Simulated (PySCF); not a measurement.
## Se²⁺ (selenium, charge +2) across methods

[Ar] 3d10 4s2 4p2, high-spin 3P determinant. Calculation: PySCF 2.14, in x2c-QZVPPall; the spin-free X2C one-electron Hamiltonian (Gaussian nucleus). The B2PLYP total includes its PT2 part (frozen core); its orbital energies are those of the SCF part.

```
   method  E (hartree)  mean ε 4s α (eV)  mean ε 4s β (eV)  mean ε 4p α (eV)  Σ⟨r²⟩ (bohr²)   ⟨S²⟩
CAM-B3LYP    -2428.904           -42.109           -39.383           -29.099          23.93  2.002
   r2SCAN    -2428.728           -39.196           -36.510           -26.809          23.83  2.004
     PBE0    -2428.474           -40.493           -37.557           -27.771          23.88  2.002
    B97-3    -2428.545           -40.451           -37.552           -27.684          23.89  2.003
   B2PLYP    -2428.331           -42.427           -38.651           -29.018          23.97  2.004
      PBE    -2428.432           -38.414           -36.349           -26.284          23.90  2.002
      LDA    -2425.173           -38.615           -36.807           -26.322          23.86  2.001
      UHF  -2427.06815           -45.811           -39.847           -31.454          24.09  2.008
```

**Question.** Estimate the same row for BHandHLYP.

**Answer.** E (hartree) = -2428.740; mean ε 4s α (eV) = -42.362; mean ε 4s β (eV) = -38.880; mean ε 4p α (eV) = -28.977; Σ⟨r²⟩ (bohr²) = 23.93; ⟨S²⟩ = 2.003.
